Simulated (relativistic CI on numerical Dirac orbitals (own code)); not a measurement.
## Er: calculation against measurement

Method of calculation: Dirac-Coulomb-Breit CI, separate exchange-only KLI orbitals for each configuration, a model potential for QED, valence Slater integrals scaled by 0.85, P86 correlation energy added to each configuration (own radial code, finite nucleus).

Configurations in the expansion (outside the closed core [Xe]): 4f12.6s2, 4f11.6s2.5d, 4f12.6s.6p, 4f11.6s2.6p, 4f12.6s.5d, 4f12.6s.6d, 4f12.6s.6f, 4f12.5d.6p, 4f12.6s.7s, 4f12.6s.8s, 4f13.6p, 4f13.6s, 4f13.5d, 4f12.7s2, 4f11.5d.7s2, 4f11.6p.7s2. Double excitations out of closed p, d and f shells are left out; levels of such configurations are missing from the list, as are those of other unlisted configurations, and high levels can miss mixing partners.

```tsv
Configuration	Term (tabulated)	J	Measured (cm⁻¹)	Computed	Error	Purity (%)
4f12.6s2	3H	6	0.0	0	0	95
4f12.6s2	3H	5	6958.3	6947	-12	96
4f12.6s2	3F	3	12377.5	13043	665	98
4f12.6s2	3F	2	13097.9	13819	721	77
4f12.6s.6p	(6,1)°	7	17157.3	10913	-6245	38
4f12.6s.6p	5H° (computed)	7	24943.3	12527	-12416	68
```

Measured levels from NIST Handbook of Basic Atomic Spectroscopic Data (Sansonetti and Martin, J. Phys. Chem. Ref. Data 34, 1559 (2005)); pairs were made by configuration, J and term (by order where the table uses no LS term), so strongly mixed levels may be paired wrongly.

Mean error by configuration (cm⁻¹): 4f12.6s2 458; 4f12.6s.6p -9330. Over the excited levels the mean absolute error is 4012 cm⁻¹ (5 of the 21 excited levels that our extract of the source holds in range could be paired, and the others can miss by more), and the median relative error of those above 1,000 cm⁻¹ is 5.5 %. Some levels of the ground configuration have no partner.
